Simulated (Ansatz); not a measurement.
Reaction (ligand exchange at the Si–S bond): `O[SiH](F)S` + `[OH][GeH3]` → `O[SiH](F)[O][GeH3]` + H₂S

Calculated with Ansatz (gas phase, PBE0-D4/def2-TZVP geometries, no zero-point term in ΔE). CBS: MP2 limit from def2 TZ/QZ plus the TZ coupled-cluster correction, frozen cores. This one scheme is used for every species. DFT in def2-TZVPP. HSE06 is defined as in plane-wave codes. For Ge outer-core shells are correlated without core-valence functions, which leaves a few kJ/mol of doubt a bond. Scalar relativity is left out up to krypton. Each species was taken in one conformer, which may not be the lowest.

`O[SiH](F)S`:

Z-matrix (Å, degrees):
```
Si
F 1 1.594
S 1 2.124 2 107.3
O 1 1.624 2 112.2 3 -119.5
H 1 1.470 2 107.1 3 123.8
H 3 1.344 1 93.3 2 34.3
H 4 0.959 1 118.6 2 71.2
```

`[OH][GeH3]`:

Cartesian coordinates in Å:
```
O -0.990 0.943 0.119
Ge 0.202 -0.350 -0.174
H -0.745 1.512 0.851
H -0.370 -1.130 -1.361
H 0.329 -1.241 1.077
H 1.573 0.266 -0.512
```

`O[SiH](F)[O][GeH3]`:

Z-matrix (Å, degrees):
```
Si
F 1 1.596
O 1 1.604 2 111.1
O 1 1.633 2 108.1 3 118.5
H 1 1.472 2 106.4 3 -119.7
Ge 3 1.786 1 134.6 2 87.5
H 4 0.958 1 118.8 2 42.5
H 6 1.534 3 107.6 1 81.0
H 6 1.535 3 108.6 1 -40.1
H 6 1.532 3 104.9 1 -159.8
```

H₂S:

```xyz
3

S    -0.601   -0.012   -0.149
H     0.110   -0.497    0.879
H     0.491    0.508   -0.730
```

```tsv
species	HSE06 energy (Eh)
`O[SiH](F)S`	-864.35406
`[OH][GeH3]`	-2154.32460
`O[SiH](F)[O][GeH3]`	-2619.44809
H₂S	-399.25468
```

**Question.** Work out ΔE.

**Answer.** ΔE = (-2619.44809) + (-399.25468) − (-864.35406) − (-2154.32460) = -0.02411 Eh = -15.1 kcal/mol. CCSD(T)/CBS gives -18.4 kcal/mol.

Largest T1 diagnostic among the species: 0.012.

Leaving LDA and LC-ωPBE aside and taking each functional with its dispersion term where it has one, the values, not all of them listed here, spread over 7.2 kcal/mol, from BHLYP-D4 to revPBE-D4. LDA lies −1.6 kcal/mol from PBE without D4. From PBE to PBE0 (25 % exact exchange), in def2-TZVPP and without D4, ΔE moves by −1.8 kcal/mol. In def2-TZVPP, CCSD(T) changes the Hartree–Fock value by +3.6 kcal/mol (the triples alone add +0.8 kcal/mol) and MP2 by +4.4 kcal/mol.
